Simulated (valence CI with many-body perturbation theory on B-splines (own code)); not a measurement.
# E1 line list for W⁶⁰⁺

Calculated by configuration interaction combined with many-body perturbation theory (CI+MBPT): four valence electrons over a frozen Dirac-Fock core [Ne], radial functions for each j: 11 s, 11 p, 9 d, 7 f, 5 g, 2 h, 1 i, with the one-electron correlation potential Σ1 (screened to all orders), the two-electron term Σ2, the three-electron term Σ3, Breit, model QED; selected single and double excitations, second order for the rest (own B-spline code, finite nucleus).

The last digits are not significant, and no measured levels were compared; by estimate large intervals hold to a few tenths of a per cent, small ones and those within an open d or f shell to about a per cent.

Lines 201 to 231 of 231 in falling wavelength, among levels below 1273.4 eV, chosen from the strongest by gf and those to the six lowest levels. Wavelengths and rates use the calculated energies. Electric multipoles are in the length gauge, E1 and E2 with the static RPA response of the core. Weak lines are less certain than strong ones. Lines between different terms over intervals too small for the method are left out, as are lines whose strength nearly cancels. The highest levels of a list are the least certain.

Levels are named by their leading jj configuration (3d3/2^4 stands for four electrons in 3d with j = 3/2), which in mixed levels can hold well under half, so a name can repeat and another be missing. Letters in brackets count levels of one name in rising energy.

```
λ vac (Å)                           Upper                   Lower   A (s⁻¹)  S (a.u.) with core polarisation  S without
    18.72  (3s 3p1/2 3p3/2 3d5/2) J=3 [a]  (3s 3p1/2^2 3p3/2) J=2  8.93e+10                         2.02e-03   2.06e-03
    18.71          (3s^2 3p3/2 3d5/2) J=2  (3s^2 3p1/2 3p3/2) J=2  2.01e+10                         3.24e-04   3.29e-04
    18.67  (3s 3p1/2 3p3/2 3d5/2) J=2 [d]  (3s^2 3p1/2 3d3/2) J=2  2.06e+09                         3.30e-05   3.35e-05
    18.63  (3s 3p1/2 3p3/2 3d5/2) J=1 [b]  (3s 3p1/2^2 3p3/2) J=1  3.74e+10                         3.58e-04   3.64e-04
    18.45          (3s^2 3p3/2 3d5/2) J=2  (3s^2 3p1/2 3p3/2) J=1  5.60e+08                         8.68e-06   8.83e-06
    18.43  (3s 3p1/2 3p3/2 3d5/2) J=3 [b]  (3s 3p1/2^2 3p3/2) J=2  3.15e+10                         6.80e-04   6.91e-04
    18.41  (3s 3p1/2 3p3/2 3d5/2) J=1 [a]  (3s 3p1/2^2 3p3/2) J=2  4.11e+09                         3.80e-05   3.86e-05
    18.37  (3s 3p1/2 3p3/2 3d5/2) J=2 [b]  (3s 3p1/2^2 3p3/2) J=2  3.94e+10                         6.02e-04   6.11e-04
    18.35              (3s^2 3d3/2^2) J=0  (3s 3p1/2^2 3p3/2) J=1  2.77e+11                         8.43e-04   8.56e-04
    18.29  (3s 3p1/2 3p3/2 3d5/2) J=1 [c]  (3s 3p1/2^2 3p3/2) J=1  2.72e+09                         2.47e-05   2.50e-05
    18.23  (3s 3p1/2 3p3/2 3d5/2) J=2 [c]  (3s 3p1/2^2 3p3/2) J=1  2.43e+10                         3.63e-04   3.68e-04
    18.15      (3s 3p1/2 3p3/2 3d5/2) J=0  (3s 3p1/2^2 3p3/2) J=1  2.59e+11                         7.63e-04   7.75e-04
    18.11              (3s^2 3d3/2^2) J=2  (3s 3p1/2^2 3p3/2) J=2  7.12e+10                         1.04e-03   1.06e-03
    18.08          (3s^2 3p3/2 3d5/2) J=3  (3s^2 3p1/2 3p3/2) J=2  2.03e+09                         4.15e-05   4.22e-05
    18.03  (3s 3p1/2 3p3/2 3d5/2) J=3 [c]  (3s 3p1/2^2 3p3/2) J=2  8.26e+10                         1.67e-03   1.70e-03
    18.02  (3s 3p1/2 3p3/2 3d5/2) J=2 [d]  (3s 3p1/2^2 3p3/2) J=1  3.27e+10                         4.72e-04   4.79e-04
    17.88  (3s 3p1/2 3p3/2 3d5/2) J=1 [b]  (3s 3p1/2^2 3p3/2) J=2  4.24e+10                         3.59e-04   3.64e-04
    17.82          (3s^2 3p3/2 3d5/2) J=1  (3s^2 3p1/2 3p3/2) J=2  3.90e+10                         3.27e-04   3.32e-04
    17.72          (3s^2 3d3/2 3d5/2) J=3  (3s^2 3p1/2 3d3/2) J=2  7.48e+08                         1.44e-05   1.46e-05
    17.58          (3s^2 3p3/2 3d5/2) J=1  (3s^2 3p1/2 3p3/2) J=1  4.95e+09                         3.98e-05   4.04e-05
    17.58  (3s 3p1/2 3p3/2 3d5/2) J=1 [c]  (3s 3p1/2^2 3p3/2) J=2  7.85e+09                         6.31e-05   6.40e-05
    17.54  (3s 3p1/2 3p3/2 3d5/2) J=3 [d]  (3s 3p1/2^2 3p3/2) J=2  8.45e+09                         1.57e-04   1.60e-04
    17.51  (3s 3p1/2 3p3/2 3d5/2) J=2 [c]  (3s 3p1/2^2 3p3/2) J=2  9.48e+09                         1.26e-04   1.28e-04
    17.32  (3s 3p1/2 3p3/2 3d5/2) J=2 [d]  (3s 3p1/2^2 3p3/2) J=2  6.86e+10                         8.81e-04   8.94e-04
    16.51          (3s^2 3d3/2 3d5/2) J=3  (3s 3p1/2^2 3p3/2) J=2  3.83e+09                         5.95e-05   6.04e-05
    13.92                (3s 3p3/2^3) J=2  (3s^2 3p1/2 3p3/2) J=2  5.55e+09                         3.70e-05   3.75e-05
    13.77                (3s 3p3/2^3) J=2  (3s^2 3p1/2 3p3/2) J=1  3.73e+08                         2.41e-06   2.43e-06
    13.77      (3s 3p1/2 3p3/2^2) J=1 [a]      (3s^2 3p1/2^2) J=0  9.40e+08                         3.63e-06   3.68e-06
    13.59      (3s 3p1/2 3p3/2^2) J=1 [b]      (3s^2 3p1/2^2) J=0  6.66e+09                         2.48e-05   2.51e-05
    12.94          (3s^2 3p3/2 3d3/2) J=1      (3s^2 3p1/2^2) J=0  8.29e+08                         2.66e-06   2.70e-06
    11.77          (3s^2 3p3/2 3d5/2) J=1      (3s^2 3p1/2^2) J=0  2.60e+09                         6.28e-06   6.39e-06
```
